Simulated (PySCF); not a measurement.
CF3, SMILES F[C](F)F (connectivity only; charge and spin as stated), charge +1, multiplicity 1.

Geometry: TPSSh-D3(BJ)/def2-TZVP. The multiplicity is an assumed one; other spin states were not compared. The isomer is the one that the SMILES or the coordinates give; other isomers of the formula were not compared.

All values below come from SMD-B3LYP/def2-SVP (PySCF).

Solvation free energies are E(SMD) − E(gas) at the gas-phase geometry, for 1 M in both phases.

```
solvent          ΔG(solv) (kcal/mol)  its non-electrostatic (CDS) part
---------------  -------------------  --------------------------------
water                          -72.3                               4.4
dichloromethane           (withheld)                        (withheld)
acetone                        -71.5                               2.2
```

Q: Fill in the missing entries. (The exact figures need the calculation; the answer reports its results.)

A: 
- dichloromethane, ΔG(solv) (kcal/mol): -66.5
- dichloromethane, its non-electrostatic (CDS) part: 2.0
